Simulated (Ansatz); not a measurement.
Reaction (stannylene formation by 1,1-elimination): `[CH3][Sn]([CH3])([SH])[SH]` → `[CH3][Sn][CH3]` + `SS`

Computed with Ansatz on PBE0-D4/def2-TZVP structures; ΔE is electronic, products minus reactants. CBS: MP2 limit from def2 TZ/QZ plus the TZ coupled-cluster correction, frozen cores. This one scheme is used for every species. Functionals use def2-TZVPP. B3LYP here is the variant with VWN-RPA as its local correlation; programs differ in this. def2 core potentials past Kr. For Sn outer-core shells are correlated without core-valence functions, which leaves a few kJ/mol of doubt a bond. Each species was taken in one conformer, which may not be the lowest.

```tsv
species	B3LYP energy (Eh)
`[CH3][Sn]([CH3])([SH])[SH]`	-1091.95141
`[CH3][Sn][CH3]`	-294.21840
`SS`	-797.64870
```

**Question.** Work out ΔE.

**Answer.** ΔE = (-294.21840) + (-797.64870) − (-1091.95141) = 0.08431 Eh = +221.4 kJ/mol. CCSD(T)/CBS gives +269.3 kJ/mol.

Largest T1 diagnostic among the species: 0.013.

From PBE to PBE0 (25 % exact exchange), in def2-TZVPP and without D4, ΔE moves by +17.6 kJ/mol. The D4 term adds +17.9 kJ/mol with B3LYP and +10.8 kJ/mol with PBE0; it sums over pairs of atoms, weighted by their polarisabilities, and B3LYP, whose exchange is more repulsive, gets the larger term. In def2-TZVPP, CCSD(T) changes the Hartree–Fock value by +18.4 kJ/mol (the triples alone add +5.4 kJ/mol) and MP2 by +30.6 kJ/mol.
